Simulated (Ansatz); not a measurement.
Reaction: BBr2F (dibromo(fluoro)borane, SMILES FB(Br)Br) → BBr2 (SMILES Br[B]Br, doublet) + F (doublet) (the B-F bond breaks)
Each species at its own B3LYP-D3(BJ)/def2-TZVP minimum (Ansatz, a quantum-chemistry and plane-wave program).

Wanted: bond dissociation energy (electronic), in kJ/mol. UHF or UKS for unpaired electrons; spin-orbit terms are left out. Cores are frozen in correlated methods (noble-gas shells, and filled d and f shells in the p block). No relativity. CBS(X,Y): correlation extrapolated as X^-3, Hartree-Fock from the larger set (Q,5: extrapolated as (X+1)exp(-9√X)). A bracket is a step between two methods taken in the basis named. Double hybrids freeze cores in their MP2 part. Spin-orbit terms, left out, reach several kcal/mol for Br and I, and more for heavier atoms.

CCSD(T)/CBS(cc-pVQZ,cc-pV5Z) + [CCSDT(Q) - CCSD(T)]/cc-pVDZ (Ansatz) gives 693.0 kJ/mol.

How far off this value is PBE/def2-TZVPD (Ansatz), in which direction, and how far these levels: PBE0/def2-TZVPD, wB97M-V/def2-TZVPD, B2PLYP/def2-TZVPD, CCSD(T)/CBS(cc-pVQZ,cc-pV5Z)?

PBE gives 689.2 kJ/mol, 3.8 kJ/mol below it. Differences of the others: PBE0/def2-TZVPD (Ansatz) -21.6; wB97M-V/def2-TZVPD (Ansatz) 6.3; B2PLYP/def2-TZVPD (Ansatz) -11.2; CCSD(T)/CBS(cc-pVQZ,cc-pV5Z) (Ansatz) 0.3 kJ/mol.
